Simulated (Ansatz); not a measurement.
Relaxation of the cluster Hg₂O⁺ with UKS PBE0-D4/def2-TZVP.

```sh
$ ansatz run in.yaml --threads 4 --pin off --events-out ev --progress --plain --max-ram 3916MiB
```

```yaml
crystal:
  periodic: [false, false, false]
  atoms:
    - {symbol: Hg, position_ang: [1.529950, -0.201600, 0.013580]}
    - {symbol: Hg, position_ang: [-1.393680, -0.663770, -0.027700]}
    - {symbol: O, position_ang: [-0.136270, 0.865360, 0.014120]}
basis:
  gaussian: {orbitals: def2-TZVP}
total_charge: 1
magnetization: {spin_polarized: true, initial_magnetization: 1}
hamiltonian: {xc: pbe0, dispersion: d4}
scf: {lower_state_search: "off"}
output: {orbitals: {seedname: orbitals}}
relax: {f_tol: 0.02, max_steps: 100}
```

Hardware: 4 threads of Arm Neoverse V2 on a shared host. Wall time 8 s.

Positions (Å) and forces (eV/Å) at steps 1, 2, 3, 4, 5 of 5:

```xyz
3
step=1 energy=-10388.3305 eV
Hg    1.530   -0.202    0.014    1.831   -0.470    0.012
Hg   -1.394   -0.664   -0.028   -1.586   -0.998   -0.036
O    -0.136    0.865    0.014   -0.244    1.468    0.024
3
step=2 energy=-10388.6202 eV
Hg    1.712   -0.136    0.017    0.173    0.176    0.005
Hg   -1.587   -0.658   -0.030   -0.214    0.118    0.000
O    -0.125    0.794    0.013    0.041   -0.294   -0.005
3
step=3 energy=-10388.6904 eV
Hg    1.853   -0.045    0.020   -0.305    0.182    0.000
Hg   -1.749   -0.614   -0.031    0.237    0.269    0.008
O    -0.104    0.659    0.011    0.068   -0.451   -0.007
3
step=4 energy=-10388.7130 eV
Hg    1.882    0.016    0.021    0.016   -0.025    0.000
Hg   -1.795   -0.565   -0.030   -0.006   -0.028   -0.001
O    -0.087    0.548    0.009   -0.010    0.053    0.001
3
step=5 energy=-10388.7137 eV
Hg    1.872    0.005    0.021    0.005   -0.002    0.000
Hg   -1.783   -0.573   -0.030   -0.003   -0.003    0.000
O    -0.090    0.568    0.009   -0.001    0.005    0.000
```

In the def2 sets Hg takes a core potential; there is no spin–orbit coupling. The structure comes from a short search, and lower isomers may exist.
